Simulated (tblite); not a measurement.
Species: C6H3N2O (doublet state).
Bonds: N1–C2 (double), C2–C3, C3–C4 (aromatic), C4–O5 (aromatic), O5–C6 (aromatic), C6–C7 (aromatic), C7–C8, C8–N9 (triple), C3–C7 (aromatic). Hydrogens: H10 on C2; H11 on C4; H12 on C6.
Bond orders are those of one Lewis drawing.

Computed with GFN2-xTB (tblite), gas phase: L-BFGS steps from a force-field or distance-geometry start until the largest atomic force falls under 0.01 eV/Å.

Step 15: E = -656.5226 eV
```
atom  x, y, z in Å  |  force x, y, z in eV/Å
N1     -2.8910   -0.5940    0.1478    0.004   0.097  -0.009
C2     -1.9153    0.1401    0.0366   -0.020   0.012  -0.006
C3     -0.5154   -0.2725    0.0433    0.056   0.002   0.017
C4     -0.0489   -1.5514    0.1802    0.061  -0.034  -0.019
O5      1.2869   -1.5752    0.1429    0.064  -0.073   0.012
C6      1.7186   -0.3196   -0.0153   -0.010  -0.076   0.019
C7      0.6571    0.5444   -0.0837    0.063   0.007  -0.007
C8      0.7432    1.9339   -0.2463   -0.107   0.091  -0.018
N9      0.8019    3.0701   -0.3816   -0.021   0.019   0.003
H10    -2.0243    1.2291   -0.0853   -0.058   0.025   0.000
H11    -0.5880   -2.4706    0.3007    0.061  -0.007   0.002
H12     2.7764   -0.1350   -0.0654   -0.093  -0.063   0.006
```

Step 16: E = -656.5245 eV
```
atom  x, y, z in Å  |  force x, y, z in eV/Å
N1     -2.8943   -0.5813    0.1464    0.012   0.102  -0.010
C2     -1.9125    0.1445    0.0359   -0.015   0.041  -0.010
C3     -0.5147   -0.2757    0.0435    0.005  -0.030   0.026
C4     -0.0478   -1.5548    0.1807    0.065  -0.028  -0.023
O5      1.2880   -1.5759    0.1429    0.064  -0.102   0.018
C6      1.7168   -0.3208   -0.0150    0.005  -0.074   0.017
C7      0.6562    0.5422   -0.0832    0.024  -0.003  -0.005
C8      0.7365    1.9310   -0.2453   -0.102   0.063  -0.018
N9      0.7885    3.0670   -0.3812   -0.016   0.090  -0.003
H10    -2.0090    1.2362   -0.0867   -0.074  -0.017   0.005
H11    -0.5782   -2.4789    0.3014    0.029   0.010   0.001
H12     2.7716   -0.1344   -0.0656    0.003  -0.051   0.003
```

Step 17: E = -656.5263 eV
```
atom  x, y, z in Å  |  force x, y, z in eV/Å
N1     -2.8976   -0.5675    0.1450    0.010   0.089  -0.009
C2     -1.9095    0.1492    0.0351    0.004   0.050  -0.009
C3     -0.5135   -0.2794    0.0442   -0.032  -0.054   0.025
C4     -0.0455   -1.5586    0.1808    0.042  -0.018  -0.019
O5      1.2903   -1.5785    0.1431    0.039  -0.085   0.015
C6      1.7152   -0.3232   -0.0144    0.040  -0.044   0.010
C7      0.6561    0.5400   -0.0828   -0.023  -0.001  -0.001
C8      0.7281    1.9297   -0.2448   -0.071   0.015  -0.014
N9      0.7757    3.0657   -0.3807   -0.022   0.114  -0.006
H10    -1.9963    1.2428   -0.0879   -0.076  -0.041   0.007
H11    -0.5688   -2.4862    0.3020   -0.005   0.013   0.001
H12     2.7671   -0.1346   -0.0657    0.095  -0.039   0.000
```

**Question.** Estimate the geometry and energy of step 18. (The exact step hangs on the optimiser's Hessian estimate; all steps are aligned on step 17, rigid shifts and turns removed.)

**Answer.** E = -656.5277 eV, largest force 0.145 eV/Å
```
atom  x, y, z in Å  |  force x, y, z in eV/Å
N1     -2.9004   -0.5551    0.1437   -0.005   0.063  -0.007
C2     -1.9068    0.1534    0.0344    0.024   0.035  -0.003
C3     -0.5127   -0.2831    0.0452   -0.036  -0.047   0.014
C4     -0.0428   -1.5623    0.1805    0.011  -0.010  -0.008
O5      1.2929   -1.5820    0.1436    0.009  -0.029   0.006
C6      1.7146   -0.3259   -0.0137    0.050   0.005   0.001
C7      0.6558    0.5382   -0.0826   -0.032  -0.007   0.003
C8      0.7200    1.9297   -0.2447   -0.033  -0.021  -0.009
N9      0.7653    3.0660   -0.3804   -0.034   0.077  -0.002
H10    -1.9880    1.2474   -0.0888   -0.063  -0.035   0.005
H11    -0.5618   -2.4915    0.3025   -0.032   0.001   0.001
H12     2.7651   -0.1356   -0.0658    0.141  -0.033  -0.001
```

The energy changes by -0.0014 eV. The first-order estimate −F·Δx gives -0.0020 eV and the mean of the old and new forces, exact on a quadratic surface, -0.0014 eV. The step makes an angle of 72° with the force vector and moves no atom by more than 0.013 Å.

The cost below is that of the whole relaxation. On an Arm Neoverse V2 with one thread, shared host with 96 logical CPUs at a one-minute load of 61, this took 0.15 s.
